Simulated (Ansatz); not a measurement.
`C=C(F)[SiH2][AlH2]`, charge 0, multiplicity 1.

Q: Give a relaxed structure at PBE0-D4/def2-TZVP (Ansatz 0.2.0). (Best estimate.)

A: Ansatz gave: 
Z-matrix (Å, degrees):
```
Si
Al 1 2.457
C 1 1.885 2 111.5
H 1 1.492 2 111.7 3 -120.6
H 1 1.492 2 111.7 3 120.7
H 2 1.587 1 120.1 3 -179.9
H 2 1.590 1 120.5 3 0.1
F 3 1.354 1 114.5 2 180.0
C 3 1.325 1 127.1 2 -0.0
H 9 1.082 3 120.0 1 -0.0
H 9 1.085 3 121.4 1 -180.0
```
Point group Cs.
This is one stationary point; other conformers may exist.
